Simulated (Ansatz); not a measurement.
FH₆SbSi₂, SMILES `[F][Sb]([SiH3])[SiH3]`, one more setting.

```yaml
crystal:
  periodic: [false, false, false]
  atoms:
    - {symbol: F, position_ang: [-2.154701, -1.088261, -0.835813]}
    - {symbol: Sb, position_ang: [-0.265455, -1.064532, -1.272110]}
    - {symbol: Si, position_ang: [-0.050111, 1.501404, -1.032977]}
    - {symbol: Si, position_ang: [0.498700, -1.306161, 1.186598]}
    - {symbol: H, position_ang: [-0.648652, 2.175210, -2.214145]}
    - {symbol: H, position_ang: [-0.710003, 1.981555, 0.207637]}
    - {symbol: H, position_ang: [1.404456, 1.816605, -0.983041]}
    - {symbol: H, position_ang: [0.296866, -2.704213, 1.647182]}
    - {symbol: H, position_ang: [-0.241361, -0.372969, 2.073540]}
    - {symbol: H, position_ang: [1.953359, -0.989939, 1.226229]}
basis:
  gaussian: {orbitals: def2-mTZVPP}
hamiltonian: {xc: {name: B2GP-PLYP}}
```

```sh
$ ansatz run in.yaml --threads 2 --pin off --events-out ev --progress --plain --max-ram 32768MiB --backend cpu
```

It prints (some lines left out):

```
Functional definition: B2GP-PLYP
1419 factors; integrals over basis functions are off by at most 1.6e-3 eV
mean field evaluation 1: about -25079.6700 eV, gradient 3.4e1 eV
mean field evaluation 2: about -25079.7407 eV, gradient 3.4e1 eV
mean field evaluation 4: about -25081.8523 eV, gradient 1.8e0 eV
mean field evaluation 8: about -25081.8763 eV, gradient 1.9e-1 eV
mean field evaluation 16: about -25081.8764 eV, gradient 3.0e-4 eV
mean field -25081.87643750 eV, -921.7419579716 hartree, gradient 8.3e-7 eV, S^2 0.000000; 0 other end points of the search recorded, 0 dependent functions left out
15 core orbitals not correlated: weight in the atoms' cores, before any rotation towards them, 1.000 or more for the frozen orbitals, at most 0.000 for the correlated occupied ones
reference -25081.87657918 eV, -921.7419631785 hartree; 18, 18 occupied and 111, 111 virtual orbitals, 1419 factors
second order -18.64412752 eV of doubles, -0.00000000 eV of singles
Total energy: -25088.58846509 eV, -921.9886204360 hartree
```

Hardware: 2 threads of a server CPU on a shared host. Wall time 8 s, peak host memory 0.4 GiB.
